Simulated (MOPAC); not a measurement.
Input file for MOPAC: PM3 on ClGeH2N (SMILES [NH2][Ge][Cl]), a point of a torsion scan.

```
PM3 1SCF PRECISE CHARGE=0 THREADS=1
ClGeH2N

N     -0.67695754 1     0.01672269 1    -0.16687741 1
Ge     0.75906569 1    -1.01544147 1     0.36535840 1
Cl     2.28786020 1     0.26579017 1    -0.47475961 1
H     -0.81118084 1     0.97829582 1     0.11319624 1
H     -1.58539461 1    -0.42896073 1    -0.11191997 1
```

Program output:

```
*******************************************************************************
 **                                                                           **
 **                              MOPAC v23.2.5                                **
 **                                                                           **
 *******************************************************************************
 ** MOPAC's Digital Object Identifier: https://doi.org/10.5281/zenodo.6511958 **
 **                                                                           **
 ** Please cite the open-source release paper for use of this MOPAC version:  **
 ** J. E. Moussa and J. J. P. Stewart (2026)                                  **
 ** MOPAC: An open-source semiempirical molecular orbital program             **
 ** J. Open Source Softw., 11(119), 8025, https://doi.org/10.21105/joss.08025 **
 *******************************************************************************

                              PM3 CALCULATION RESULTS

 *******************************************************************************
 *  PM3        - The PM3 Hamiltonian to be used
 *
 *
 *
 *                 CHARGE ON SYSTEM = 0
 *
 *
 *
 *  PRECISE    - TIGHTER CRITERIA TO BE USED
 *  1SCF       - DO 1 SCF AND THEN STOP
 *  THREADS=1  - MULTI-THREADING NOT USED
 *  T=         - A TIME OF 172800.0 SECONDS REQUESTED
 *  DUMP=N     - RESTART FILE WRITTEN EVERY 7200.0 SECONDS REQUESTED
 *******************************************************************************
PM3 1SCF PRECISE CHARGE=0 THREADS=1
 ClGeH2N

   ATOM   CHEMICAL          X               Y               Z
  NUMBER   SYMBOL      (ANGSTROMS)     (ANGSTROMS)     (ANGSTROMS)

     1       N         -0.67695754  *   0.01672269  *  -0.16687741  *
     2      Ge          0.75906569  *  -1.01544147  *   0.36535840  *
     3      Cl          2.28786020  *   0.26579017  *  -0.47475961  *
     4       H         -0.81118084  *   0.97829582  *   0.11319624  *
     5       H         -1.58539461  *  -0.42896073  *  -0.11191997  *



          CARTESIAN COORDINATES

    NO.       ATOM           X           Y           Z

     1         N         -0.6770      0.0167     -0.1669
     2        Ge          0.7591     -1.0154      0.3654
     3        Cl          2.2879      0.2658     -0.4748
     4         H         -0.8112      0.9783      0.1132
     5         H         -1.5854     -0.4290     -0.1119

  H: (PM3): J. J. P. STEWART, J. COMP. CHEM. 10, 209 (1989).
  N: (PM3): J. J. P. STEWART, J. COMP. CHEM. 10, 209 (1989).
 Cl: (PM3): J. J. P. STEWART, J. COMP. CHEM. 10, 209 (1989).
 Ge: (PM3): J. J. P. STEWART, J. COMP. CHEM. 12, 320-341 (1991).

           Empirical Formula: H2 N Ge Cl  =     5 atoms



      MOLECULAR POINT GROUP   :   C1


      RHF CALCULATION, NO. OF DOUBLY OCCUPIED LEVELS = 9


 -------------------------------------------------------------------------------
 PM3 1SCF PRECISE CHARGE=0 THREADS=1
 ClGeH2N



     1SCF WAS SPECIFIED, SO BFGS WAS NOT USED
     SCF FIELD WAS ACHIEVED


                              PM3 CALCULATION
                                                       MOPAC v23.2.5 Linux




          FINAL HEAT OF FORMATION =        -26.15879 KCAL/MOL =    -109.44836 KJ/MOL


          COSMO AREA              =        108.41 SQUARE ANGSTROMS
          COSMO VOLUME            =         97.24 CUBIC ANGSTROMS

          IONIZATION POTENTIAL    =          9.096667 EV
          HOMO LUMO ENERGIES (EV) =         -9.097 -0.811
          NO. OF FILLED LEVELS    =          9
          MOLECULAR WEIGHT        =        124.0655         POINT GROUP:  C1

          MOLECULAR DIMENSIONS (Angstroms)

            Atom       Atom       Distance
            H     5   Cl     3     3.95176
            H     4   Ge     2     2.26851
            H     4   Cl     3     0.51142


          SCF CALCULATIONS        =          1





   ATOM   CHEMICAL          X               Y               Z
  NUMBER   SYMBOL      (ANGSTROMS)     (ANGSTROMS)     (ANGSTROMS)

     1       N         -0.67695754  *   0.01672269  *  -0.16687741  *
     2      Ge          0.75906569  *  -1.01544147  *   0.36535840  *
     3      Cl          2.28786020  *   0.26579017  *  -0.47475961  *
     4       H         -0.81118084  *   0.97829582  *   0.11319624  *
     5       H         -1.58539461  *  -0.42896073  *  -0.11191997  *

                             CARTESIAN COORDINATES

   1    N       -0.676957540     0.016722690    -0.166877410
   2   Ge        0.759065690    -1.015441470     0.365358400
   3   Cl        2.287860200     0.265790170    -0.474759610
   4    H       -0.811180840     0.978295820     0.113196240
   5    H       -1.585394610    -0.428960730    -0.111919970


           Empirical Formula: H2 N Ge Cl  =     5 atoms



      MOLECULAR POINT GROUP   :   C1


                  EIGENVALUES
 -54.46586 -27.78493 -16.01431 -15.14307 -11.99639 -10.78097 -10.50951 -10.17603
  -9.09667  -0.81143   0.75712   1.06676   4.40466   5.28170


              NET ATOMIC CHARGES AND DIPOLE CONTRIBUTIONS

  ATOM NO.   TYPE          CHARGE      No. of ELECS.   s-Pop       p-Pop
    1          N          -0.364687        5.3647     1.47511     3.88958
    2         Ge           0.782221        3.2178     1.83725     1.38053
    3         Cl          -0.516508        7.5165     1.97426     5.54225
    4          H           0.059437        0.9406     0.94056
    5          H           0.039537        0.9605     0.96046
 DIPOLE           X         Y         Z       TOTAL
 POINT-CHG.    -2.171    -4.306     2.854     5.604
 HYBRID        -1.296     2.423    -0.420     2.780
 SUM           -3.467    -1.883     2.434     4.635


          ATOMIC ORBITAL ELECTRON POPULATIONS

     Atom    s        px        py        pz
    1  N   1.47511   1.10908   1.06400   1.71651
    2 Ge   1.83725   0.46724   0.58680   0.32649
    3 Cl   1.97426   1.80544   1.85836   1.87845
    4  H   0.94056
    5  H   0.96046

 **********************
 *                    *
 * JOB ENDED NORMALLY *
 *                    *
 **********************




 == MOPAC DONE ==
```

The run finished.

Cost: very roughly 0.04 core-seconds.
